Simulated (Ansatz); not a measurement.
Consider the formal hydrolysis of the Si–In bond: `F[SiH2][InH2]` + H₂O → `O[SiH2]F` + `[InH3]`.

Program: Ansatz. Geometries: PBE0-D4/def2-TZVP. ΔE: electronic, gas phase. CCSD(T)/CBS is the MP2 limit (def2-TZVPP, def2-QZVPP) plus CCSD(T) − MP2 in def2-TZVPP, frozen cores. This one scheme is used for every species. Functionals use def2-TZVPP. Elements past krypton have def2 core potentials. For In outer-core shells are correlated without core-valence functions, which leaves a few kJ/mol of doubt a bond. Each species was taken in one conformer, which may not be the lowest.

`F[SiH2][InH2]`:

Cartesian coordinates in Å:
```
F -2.249 -0.264 -0.009
Si -0.755 -0.727 0.380
In 1.011 0.944 -0.490
H -0.714 -0.860 1.864
H -0.561 -2.090 -0.191
H 0.585 2.362 -1.376
H 2.683 0.635 -0.178
```

H₂O:

Z-matrix (Å, degrees):
```
O
H 1 0.960
H 1 0.960 2 105.1
```

`O[SiH2]F`:

Z-matrix (Å, degrees):
```
Si
F 1 1.596
O 1 1.630 2 111.0
H 1 1.482 2 106.0 3 121.4
H 1 1.474 2 108.2 3 -116.3
H 3 0.958 1 119.1 2 71.8
```

`[InH3]`:

Z-matrix (Å, degrees):
```
In
H 1 1.724
H 1 1.724 2 120.0
H 1 1.724 2 120.0 3 -180.0
```

| level | ΔE (kJ/mol) |
| --- | --- |
| BLYP-D4 | -89.6 |
| ωB97M-V | -99.2 |
| PBE-QIDH | -94.6 |
| revPBE | -75.5 |
| BLYP | -90.9 |
| MP2/def2-SVP | -101.1 |
| SCS-MP2/def2-TZVPP | -103.9 |
| CCSD/CBS(def2) | -93.5 |

(1) What does CCSD(T)/CBS give? (Best estimate.)

(2) What do rigid-rotor, harmonic-oscillator terms from PBE0-D4/def2-TZVP frequencies (298.15 K, 1 bar) make of the CCSD(T)/CBS value? (Estimate.)

Largest T1 diagnostic among the species: 0.014.

Answers

(1) Computed: -91.5 kJ/mol. The listed levels differ from it by 1.9, -7.7, -3.1, 16.0, 0.6, -9.6, -12.4, -2.0 kJ/mol.

(2) Computed: ΔZPE = -4.8 kJ/mol, ΔH = -100.1 kJ/mol, ΔS = -19 J/(mol·K), ΔG = -94.4 kJ/mol.

From PBE to PBE0 (25 % exact exchange), in def2-TZVPP and without D4, ΔE moves by −6.6 kJ/mol. Leaving LDA and LC-ωPBE aside and taking each functional with its dispersion term where it has one, the values, not all of them listed here, spread over 28.8 kJ/mol, from B97M-V to PBE-D4. LDA lies −8.7 kJ/mol from PBE without D4. In def2-TZVPP, CCSD(T) changes the Hartree–Fock value by +20.4 kJ/mol (the triples alone add +1.9 kJ/mol) and MP2 by +17.6 kJ/mol.
